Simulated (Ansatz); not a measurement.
System: C$_{3}$H$_{7}$O, net charge 1, singlet state. It need not be the lowest isomer of its formula. SMILES: [OH+]=CCC
Coordinates optimised at B3LYP-D3(BJ)/def2-TZVP (Ansatz, a quantum-chemistry and plane-wave program):
```xyz
11

C     -1.5399     0.0392     0.0917
C     -0.3619    -0.3754    -0.7785
C      0.9653    -0.1160    -0.2478
O      1.2076     0.4210     0.8677
H     -1.5489    -0.4931     1.0457
H     -1.5540     1.1166     0.2719
H     -2.4705    -0.2075    -0.4151
H     -0.3706     0.0957    -1.7763
H     -0.3656    -1.4490    -1.0337
H      1.8656    -0.3796    -0.8022
H      0.4018     0.6622     1.3748
```
Charge +1, spin multiplicity 1.

Parts of the frozen-core correlation energy in cc-pVDZ (Ansatz, hartree). Frozen orbitals: 4; correlated occupied orbitals by spin: 12 and 12; virtual: 75 and 75. Spin-orbit coupling is left out. Non-relativistic.

| term | value |
|---|---|
| reference (HF) | -192.28665 |
| MP2 opposite-spin | ? |
| MP2 same-spin | ? |
| CCSD correlation | -0.63630 |
| (T) | ? |
| T1 diagnostic | 0.015 |
| largest doubles amplitude | 0.059 |

Question: Complete the blanks.

Answer: 
- MP2 opposite-spin, value: -0.44894
- MP2 same-spin, value: -0.14157
- (T), value: -0.01886
